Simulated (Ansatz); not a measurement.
System: CrH (charge 0, sextet). The spin state was set by rule; other spins were not relaxed. SMILES: [CrH]
Geometry: optimised at B3LYP-D3(BJ)/def2-TZVP (Ansatz, a program for electronic structure).

Quantity: atomisation energy (electronic, to ground-state atoms), in eV. Valence correlation only, unless marked. UHF or UKS for open shells. Spin-orbit coupling is left out. Frozen are the shells of the preceding noble gas and the d and f shells that filled before the atom's block. No relativistic terms. FCI takes restricted orbitals. The coupled-cluster limit lacks core correlation, which all-electron functionals hold. Basis-set limits of correlation are two-point, X^-3; Hartree-Fock from the larger set.

The T1 diagnostic of CCSD in the largest basis is 0.148, which is high, so the coupled-cluster rows are less sure than usual.

```json
[
 {"level": "B3LYP-D3(BJ)/def2-TZVPD", "program": "Ansatz + dftd3", "atomisation energy (eV)": "2.39"},
 {"level": "FCI/STO-3G", "program": "Ansatz", "atomisation energy (eV)": "5.74"},
 {"level": "CCSD(T)/CBS(def2-TZVPPD,def2-QZVPPD)", "program": "Ansatz", "atomisation energy (eV)": "[?]"}
]
```

Task: Complete the blanks.

Result: 
- CCSD(T)/CBS(def2-TZVPPD,def2-QZVPPD), atomisation energy (eV): 2.17
